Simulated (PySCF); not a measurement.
Compound: C6H13P2 (charge +1).
Z-matrix (Å and degrees, PBE0-D3(BJ)/def2-SVP geometry), rows numbered from 1:
```
C 
C   1  1.4892
C   2  1.3439  1  125.86
C   3  1.5061  2  118.62  1  -178.44
P   4  1.8270  3  101.24  2   -15.09
C   5  1.8022  4  109.43  3   -93.20
P   5  2.1917  4  119.46  3   140.58
C   2  1.5174  1  118.30  3  -178.59
H   1  1.1021  2  110.77  3   121.94
H   1  1.0977  2  111.43  3     1.20
H   1  1.1022  2  110.89  3  -119.69
H   3  1.0934  2  122.20  1     0.10
H   4  1.1022  3  114.14  2  -133.77
H   4  1.1041  3  112.98  2   103.32
H   6  1.0997  5  109.85  4   171.50
H   6  1.1004  5  108.47  4    51.57
H   6  1.0999  5  110.08  4   -68.06
H   7  1.4277  5   91.66  4   -41.61
H   7  1.4285  5   91.88  4    52.91
H   8  1.1045  2  111.93  1    74.55
H   8  1.1021  2  113.50  1   -46.80
```

NICS = −σ at a ghost point: NICS(0) at the centroid of the ring atoms, NICS(1) 1 Å to either side along the normal of their mean plane, zz for the tensor component along that normal. Level: GIAO PBE0/pcSseg-1 (PySCF, non-relativistic, gas phase) on the PBE0-D3(BJ)/def2-SVP geometry, one conformer.

Ring bond lengths (Å), with Mayer bond orders in brackets: C2–C3 1.344 (1.82), C3–C4 1.506 (1.02), C4–P5 1.827 (0.92), P5–C8 1.822 (0.94), C8–C2 1.517 (1.00).

What do the NICS probes read (ppm)?

```tsv
ring	type	NICS(0)	NICS(1), two faces	NICS(1)zz, two faces	rms pucker (Å)	centre to ring atoms, mean (Å)
C2–C3–C4–P5–C8	5-membered ring with P; formal bonds 1 double, 4 single	-4.0	-5.1 / -3.1	-3.6 / -1.5	0.12	1.35
```

What do they say, and how far can they be read as aromaticity?

- C2–C3–C4–P5–C8: mean NICS(1)zz -2.5 ppm, near zero. C4, P5, C8 have four or more neighbours, so the value isn't read as a sign of a π ring current.

Give the inner angles of the rings and the Hirshfeld charges of the ring atoms.

- C2–C3–C4–P5–C8: C2 115.8° (+0.023 e), C3 118.6° (-0.043 e), C4 101.2° (-0.086 e), P5 96.7° (+0.410 e), C8 102.3° (-0.089 e); sum 534.7° against 540° for a flat convex ring.

How shielded are the nuclei of the rings and their hydrogens (means over atoms taken as equivalent)?

```tsv
atoms	environment	σ isotropic (ppm)
C2	fully substituted alkene carbon	35.3
C3	alkene CH carbon	56.0
C4	sp3 carbon bound to phosphorus	144.5
P5	phosphorus bonded to 3 C and P	290.6
C8	sp3 carbon bound to phosphorus	148.4
H12	vinylic hydrogen	25.29
H13	methylene hydrogen	28.22
H14	methylene hydrogen	28.09
H20	methylene hydrogen	28.40
H21	methylene hydrogen	28.70
```

How do the values depend on the level or the medium?

```csv
level,"NICS(0), C2–C3–C4–P5–C8","mean NICS(1)zz, C2–C3–C4–P5–C8"
"PBE0/pcSseg-1, gas",-4.0,-2.5
"PBE0/pcSseg-1, IEF-PCM acetonitrile",-3.8,-2.3
"PBE0/pcSseg-1, IEF-PCM benzene",-3.9,-2.4
```

The geometry is the same throughout; the continuum's cavity takes Bondi-type radii × 1.2.
